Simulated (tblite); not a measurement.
Parent: `[CH:1]#[C:2][Si@H:3]1[CH:4]=[CH:5][SiH2:6][O:7]1`, C4H6OSi2.

The geometries are computed with GFN2-xTB (gas phase). One conformer each, not checked by frequencies here.

```tsv
coordinate of the parent	value
C1≡C2	1.202 Å
C2–Si3	1.850 Å
Si3–C4	1.891 Å
C4=C5	1.334 Å
C5–Si6	1.890 Å
Si6–O7	1.640 Å
Si3–O7	1.645 Å
C1–C2–Si3	179.3°
C2–Si3–C4	112.2°
C2–Si3–O7	109.5°
C4–Si3–O7	97.0°
Si3–C4–C5	113.3°
C4–C5–Si6	113.5°
C5–Si6–O7	97.0°
Si3–O7–Si6	119.3°
```

Q: How does the shared frame change in `[CH:1]#[C:2][Si@H:3]1[CH:4]=[C:5]([CH2:6][OH:7])[SiH2:8][O:9]1` with C4–C5–C6–O7 158°, C5–C6–O7–H -62°, C5H8O2Si2? Atoms pair as C1 = C1, C2 = C2, Si3 = Si3, C4 = C4, C5 = C5, Si6 = Si8, O7 = O9 (parent first).

A: 
| parent | relative | value in the relative | change |
| --- | --- | --- | --- |
| C1≡C2 | C1≡C2 | 1.202 Å | 0.000 |
| C2–Si3 | C2–Si3 | 1.851 Å | +0.001 |
| Si3–C4 | Si3–C4 | 1.887 Å | -0.004 |
| C4=C5 | C4=C5 | 1.335 Å | +0.001 |
| C5–Si6 | C5–Si8 | 1.896 Å | +0.006 |
| Si6–O7 | Si8–O9 | 1.640 Å | 0.000 |
| Si3–O7 | Si3–O9 | 1.647 Å | +0.002 |
| C1–C2–Si3 | C1–C2–Si3 | 179.1° | -0.2 |
| C2–Si3–C4 | C2–Si3–C4 | 112.0° | -0.2 |
| C2–Si3–O7 | C2–Si3–O9 | 109.2° | -0.3 |
| C4–Si3–O7 | C4–Si3–O9 | 97.2° | +0.2 |
| Si3–C4–C5 | Si3–C4–C5 | 112.9° | -0.4 |
| C4–C5–Si6 | C4–C5–Si8 | 113.9° | +0.4 |
| C5–Si6–O7 | C5–Si8–O9 | 96.5° | -0.5 |
| Si3–O7–Si6 | Si3–O9–Si8 | 119.5° | +0.2 |

Of the parent's bonds, C5–Si6 changes most (+0.006 Å). Bonds of the relative outside the shared frame: C5–C6 1.496, C6–O7 1.412 Å. Point group C1 → C1.

Q: How does the shared frame change in `[CH:1]#[C:2][Si@H:3]1[CH:4]=[C:5]([C:6]([CH3:7])=[O:8])[SiH2:9][O:10]1` with C4–C5–C6–C7 3°, C6H8O2Si2? Atoms pair as C1 = C1, C2 = C2, Si3 = Si3, C4 = C4, C5 = C5, Si6 = Si9, O7 = O10 (parent first).

A: 
```tsv
parent	relative	value in the relative	change
C1≡C2	C1≡C2	1.202 Å	0.000
C2–Si3	C2–Si3	1.849 Å	-0.001
Si3–C4	Si3–C4	1.896 Å	+0.005
C4=C5	C4=C5	1.340 Å	+0.006
C5–Si6	C5–Si9	1.898 Å	+0.008
Si6–O7	Si9–O10	1.650 Å	+0.010
Si3–O7	Si3–O10	1.638 Å	-0.007
C1–C2–Si3	C1–C2–Si3	179.0°	-0.3
C2–Si3–C4	C2–Si3–C4	110.7°	-1.5
C2–Si3–O7	C2–Si3–O10	110.5°	+1.0
C4–Si3–O7	C4–Si3–O10	97.3°	+0.3
Si3–C4–C5	Si3–C4–C5	112.3°	-1.0
C4–C5–Si6	C4–C5–Si9	114.6°	+1.1
C5–Si6–O7	C5–Si9–O10	95.9°	-1.1
Si3–O7–Si6	Si3–O10–Si9	120.0°	+0.7
```

Of the parent's bonds, Si6–O7 changes most (+0.010 Å). Bonds of the relative outside the shared frame: C5–C6 1.467, C6–C7 1.508, C6=O8 1.215 Å. Point group C1 → C1.

Q: How does the shared frame change in `[CH:1]#[C:2][Si@@H:3]1[CH:4]=[C:5]([S:6][CH3:7])[SiH2:8][O:9]1` with C4–C5–S6–C7 -1°, C5H8OSSi2? Atoms pair as C1 = C1, C2 = C2, Si3 = Si3, C4 = C4, C5 = C5, Si6 = Si8, O7 = O9 (parent first).

A: 
```
    parent    relative  value in the relative  change
     C1≡C2       C1≡C2                1.202 Å   0.000
    C2–Si3      C2–Si3                1.850 Å   0.000
    Si3–C4      Si3–C4                1.879 Å  -0.012
     C4=C5       C4=C5                1.339 Å  +0.005
    C5–Si6      C5–Si8                1.900 Å  +0.010
    Si6–O7      Si8–O9                1.631 Å  -0.009
    Si3–O7      Si3–O9                1.654 Å  +0.009
 C1–C2–Si3   C1–C2–Si3                 179.0°    -0.3
 C2–Si3–C4   C2–Si3–C4                 112.1°    -0.1
 C2–Si3–O7   C2–Si3–O9                 108.8°    -0.7
 C4–Si3–O7   C4–Si3–O9                  97.6°    +0.6
 Si3–C4–C5   Si3–C4–C5                 112.5°    -0.8
 C4–C5–Si6   C4–C5–Si8                 114.1°    +0.6
 C5–Si6–O7   C5–Si8–O9                  96.5°    -0.5
Si3–O7–Si6  Si3–O9–Si8                 119.2°    -0.1
```

Of the parent's bonds, Si3–C4 changes most (-0.012 Å). Bonds of the relative outside the shared frame: C5–S6 1.749, S6–C7 1.821 Å. Point group C1 → C1.

Q: How does the shared frame change in `[CH:1]#[C:2][Si@@H:3]1[CH:4]=[C:5]([CH2:6][Cl:7])[SiH2:8][O:9]1` with C4–C5–C6–Cl7 124°, C5H7ClOSi2? Atoms pair as C1 = C1, C2 = C2, Si3 = Si3, C4 = C4, C5 = C5, Si6 = Si8, O7 = O9 (parent first).

A: 
| parent | relative | value in the relative | change |
| --- | --- | --- | --- |
| C1≡C2 | C1≡C2 | 1.202 Å | 0.000 |
| C2–Si3 | C2–Si3 | 1.850 Å | 0.000 |
| Si3–C4 | Si3–C4 | 1.888 Å | -0.003 |
| C4=C5 | C4=C5 | 1.336 Å | +0.002 |
| C5–Si6 | C5–Si8 | 1.900 Å | +0.010 |
| Si6–O7 | Si8–O9 | 1.637 Å | -0.003 |
| Si3–O7 | Si3–O9 | 1.647 Å | +0.002 |
| C1–C2–Si3 | C1–C2–Si3 | 179.0° | -0.3 |
| C2–Si3–C4 | C2–Si3–C4 | 111.1° | -1.1 |
| C2–Si3–O7 | C2–Si3–O9 | 109.6° | +0.1 |
| C4–Si3–O7 | C4–Si3–O9 | 97.1° | +0.1 |
| Si3–C4–C5 | Si3–C4–C5 | 113.3° | 0.0 |
| C4–C5–Si6 | C4–C5–Si8 | 113.4° | -0.1 |
| C5–Si6–O7 | C5–Si8–O9 | 96.8° | -0.2 |
| Si3–O7–Si6 | Si3–O9–Si8 | 119.5° | +0.2 |

Of the parent's bonds, C5–Si6 changes most (+0.010 Å). Bonds of the relative outside the shared frame: C5–C6 1.487, C6–Cl7 1.791 Å. Point group C1 → C1.
